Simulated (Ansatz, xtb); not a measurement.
Two isomers of C6H7BO

Structure X: `Bc1ccc(C=C)o1`, a singlet. Structure Y: `Bc1ccoc1C=C`, a singlet. Both are isolated molecules in the gas phase, relaxed with B3LYP-D3(BJ)/def2-SVP, each in the lowest conformer that the search found.

X (Å):

```xyz
15

C    -0.5649   -0.5241   -0.1764
C     0.6898   -1.1160   -0.0576
C     1.6629   -0.1285   -0.3210
C     0.9583    1.0376   -0.5927
C     1.4264    2.3660   -0.9292
C     0.6283    3.4187   -1.1707
B    -1.9654   -1.0701   -0.0123
O    -0.3604    0.8072   -0.5081
H    -2.0952   -2.2336    0.2766
H    -2.9275   -0.3621   -0.1659
H     0.8594   -2.1609    0.1957
H     2.7456   -0.2321   -0.3186
H     2.5141    2.4709   -0.9782
H    -0.4593    3.3234   -1.1241
H     1.0454    4.3965   -1.4199
```

Y (Å):

```yaml
atoms:
  - { symbol: C, position_ang: [0.3445, 1.6224, 0.2684] }
  - { symbol: C, position_ang: [1.3466, 1.0842, -0.6292] }
  - { symbol: C, position_ang: [0.7336, 0.8522, -1.8190] }
  - { symbol: C, position_ang: [-0.8258, 1.6655, -0.4972] }
  - { symbol: C, position_ang: [-2.1654, 2.1027, -0.1725] }
  - { symbol: C, position_ang: [-3.2048, 2.0861, -1.0237] }
  - { symbol: B, position_ang: [0.5038, 2.0516, 1.7202] }
  - { symbol: O, position_ang: [-0.5869, 1.2038, -1.7440] }
  - { symbol: H, position_ang: [-0.4339, 2.4858, 2.3446] }
  - { symbol: H, position_ang: [1.5766, 1.9619, 2.2667] }
  - { symbol: H, position_ang: [2.3921, 0.9020, -0.3904] }
  - { symbol: H, position_ang: [1.0629, 0.4611, -2.7777] }
  - { symbol: H, position_ang: [-2.2891, 2.4635, 0.8510] }
  - { symbol: H, position_ang: [-3.0921, 1.7275, -2.0497] }
  - { symbol: H, position_ang: [-4.1924, 2.4316, -0.7113] }
```

Energies in hartree; the thermal terms are from GFN2-xTB frequencies at re-optimised GFN2-xTB minima (ideal gas, soft modes damped towards free rotors, one conformer each, 298.15 K, 1 atm) and include the zero-point energy:

```
                              X           Y
E, CCSD(T)/def2-SVP  −331.677596  −331.674552
    E, MP2/def2-SVP  −331.578519  −331.574770
  E, MP2/def2-TZVPP  −332.181080  −332.177090
  zero-point energy     0.110954     0.110837
       H(298 K) − E     0.119627     0.119565
       G(298 K) − E     0.079132     0.078984
```

Task: Correct the CCSD(T) difference for the basis set by the MP2 change, then work out ΔE, ΔE₀, ΔH and ΔG for X → Y in kcal/mol (1 Eh = 627.51 kcal/mol) and the equilibrium ratio [Y]/[X].

Result: 1. Differences Y − X: CCSD(T) +0.003044, MP2 in the small set +0.003749, MP2 in the large set +0.003990 Eh.
2. ΔE = +0.003044 + (+0.003990 − (+0.003749)) = +0.003285 Eh = +2.06 kcal/mol.
3. ΔE₀ = ΔE + ΔZPE = +0.003285 + (−0.000117) Eh = +1.99 kcal/mol.
4. ΔH = ΔE + (−0.000062) Eh = +2.02 kcal/mol.
5. ΔG = ΔE + (−0.000148) Eh = +1.97 kcal/mol, so ΔS = (ΔH − ΔG)/T = +0.8 J/(mol K).
6. kT = 0.9442 mEh, so K = [Y]/[X] = exp(−ΔG/kT) = exp(−3.32) ≈ 0.036.

Structure X is favoured at this temperature. An error of 1 kcal/mol in ΔG would change K by a factor of 5.4. Mirror images and further conformers aren't counted.

As drawn, both hold the same kinds of bond in the same numbers.

Other levels gave ΔE = +2.8 (GFN2-xTB); +2.3 (HF/STO-3G, GFN2-xTB geometries); +3.4 (r2SCAN-D4/def2-SVP, GFN2-xTB geometries); +3.0 (B3LYP-D3(BJ)/def2-SVP); +1.6 (HF/def2-SVP); +2.4 (MP2/def2-SVP); +1.9 (CCSD(T)/def2-SVP) kcal/mol. The correlated steps freeze 8 core orbitals. Programs: Ansatz 0.2.0, xtb 6.7.1.
